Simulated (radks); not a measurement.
Results of a calculation; reference values are marked as such.
Q: Radial electron density D(r) = 4 pi r^2 rho(r) of an atom or ion with 29 electrons. Level of theory: Dirac Kohn-Sham, BLYP, spin-unpolarised, spherical densities, finite nucleus; Fermi nuclear charge, rms radius of each element as measured or else 0.836 A^(1/3) + 0.57 fm (a radial shooting solver on a logarithmic mesh with Libxc functionals).

r (bohr),D(r) (e/bohr)
0.00291,1.885
0.003361,2.429
0.003851,3.076
0.004447,3.931
0.005095,4.930
0.005837,6.149
0.006741,7.714
0.007723,9.483
0.008849,11.56
0.01022,14.11
0.01171,16.83
0.01341,19.82
0.01549,23.20
0.01775,26.46
0.0205,29.79
0.02348,32.61
0.0269,34.85
0.03107,36.35
0.0356,36.77
0.04078,36.17
0.0471,34.59
0.05396,32.59
0.06182,30.66
0.0714,29.42
0.0818,29.59
0.09447,31.50
0.1082,34.64
0.124,38.25
0.1432,41.23
0.1641,41.94
0.188,39.89
0.2171,34.93
0.2487,28.90
0.2872,23.13
0.3291,19.93
0.377,19.53
0.4354,21.40
0.4988,23.63
0.5715,24.62
0.66,23.34
0.7562,20.11
0.8663,15.83
1,11.26
1.146,7.652
1.324,4.865
1.517,3.127
1.738,2.029
2.007,1.315
2.299,0.8891
2.634,0.6028
3.042,0.3911
3.485,0.2487
3.993,0.1478
4.611,0.07712
5.283,0.03698
6.101,0.01453
6.99,0.005061
8.008,0.001448
9.249,0.0002995

What is the nuclear charge?

A: Z = 30. The innermost maximum, from 1s, lies near gamma/Z bohr with gamma = sqrt(1 - (Z/c)^2) = 0.976, here 0.0325 bohr (found: 0.0350), and its height grows with Z. The density is that of the zinc ion Zn+ in [Ar] 3d10 4s0.5 4p0.5; the configuration itself is not fixed sharply by these data, and Z only to about a unit. D(r) has 3 maxima, at r = 0.0350, 0.159, 0.571 bohr, and minima at 0.0755, 0.359 bohr, inside which lie 2.11, 10.91 electrons.
